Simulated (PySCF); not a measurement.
## C₆ coefficients of unlike pairs at PBE

Calculated with PySCF 2.14 from the dipole response of each species, C₆(A,B) = (3/π) ∫ α_A(iu) α_B(iu) du, in atomic units, from isotropic polarisabilities. For ions this is the dispersion term alone; charge-induced terms of lower order in 1/R come first.

| species | configuration | basis | relativity | α (bohr³) | C₆ (like pair) |
| --- | --- | --- | --- | --- | --- |
| Pb⁺ | [Xe] 4f14 5d10 6s2 6p1 (2P) | aug-cc-pVQZ-PP with ECP60MDF (7s7p5d3f2g) | core potential | 27.94 | 237.2 |
| Al²⁺ | [Ne] 3s1 (2S) | aug-cc-pV(Q+d)Z (7s6p5d3f2g) | none | 13.59 | 36.17 |
| As⁺ | [Ar] 3d10 4s2 4p2 (3P) | aug-cc-pVQZ-PP with one added diffuse shell each of s, p, d, f, g type with ECP10MDF (8s7p6d4f3g) | core potential | 17.00 | 103.0 |
| N | [He] 2s2 2p3 (4S) | dyall-acv3z (15s9p4d2f) | spin-free X2C | 8.064 | 27.82 |

Question: Estimate C₆ for N with Al²⁺.

Answer: The integral gives 29.51. The combination rule 2 C_A C_B / (C_A α_B/α_A + C_B α_A/α_B) gives 29.45 and the geometric mean 31.72.

No spin-orbit coupling is included.

The other pairs:

| pair | C₆ |
| --- | --- |
| As⁺, Pb⁺ | 155.7 |
| As⁺, Al²⁺ | 58.60 |
| N, Pb⁺ | 80.59 |
| Al²⁺, Pb⁺ | 89.50 |
| N, As⁺ | 53.21 |
